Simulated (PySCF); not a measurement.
Species: C6H8Ge.
Geometry (PBE0-D3(BJ)/def2-SVP, Å), atoms numbered from 1 in this order:
```
atom  x, y, z in Å
C1     2.7346   -0.0995    0.2549
C2     1.7305    0.2277   -0.5699
C3     0.2990    0.1119   -0.2927
C4    -0.6468    0.5294   -1.1729
Ge5   -2.3934    0.2055   -0.3972
C6    -1.5326   -0.5438    1.1758
C7    -0.2035   -0.4732    0.9818
H8     3.7745    0.0328   -0.0529
H9     2.5671   -0.5025    1.2567
H10    1.9758    0.6306   -1.5588
H11   -0.3828    0.9728   -2.1353
H12   -3.2096    1.4825   -0.1248
H13   -3.2695   -0.7896   -1.1801
H14   -1.9729   -0.9648    2.0816
H15    0.5140   -0.8362    1.7243
```

Theory: delta-SCF UKS SCAN, pcX-2 on the ionised atom, pcseg-1 elsewhere, spin-free X2C in PySCF 2.14.0. The ground state was rerun for each ionised atom, in the same mixed basis as its hole state.

```
ionised atom  basis functions  E(ground) (Eh)  binding energy (eV)
          C1              182     -2327.42094              289.853
          C4              182     -2327.42230              289.268
          C6              182     -2327.42254              289.626
```

Problem. Fill in the total energy of each core-ionised state.

Solution. With binding energy = E(ionised) − E(ground) and 27.2114 eV a hartree:

```json
{"atom": "C1", "binding energy (Eh)": "10.6519", "E(ionised) (Eh)": "-2316.7690"}
{"atom": "C4", "binding energy (Eh)": "10.6304", "E(ionised) (Eh)": "-2316.7919"}
{"atom": "C6", "binding energy (Eh)": "10.6436", "E(ionised) (Eh)": "-2316.7790"}
```

Lowest listed C 1s: C4, bonded to C (double bond), H and Ge. Highest, 0.58 eV above it: C1, bonded to C (double bond) and 2 H. The widest gap between neighbouring values is 0.36 eV, between 289.27 and 289.63 eV.

Only 1s holes are shown. The unrestricted hole states depart most from a pure doublet (⟨S²⟩ = 0.75; over 0.85 named) for C 1s of C1 (0.89) and C 1s of C6 (0.93), which makes these values less certain. One conformer (not necessarily the lowest) at the PBE0-D3(BJ)/def2-SVP geometry, without solvent, vibrations or thermal averaging.
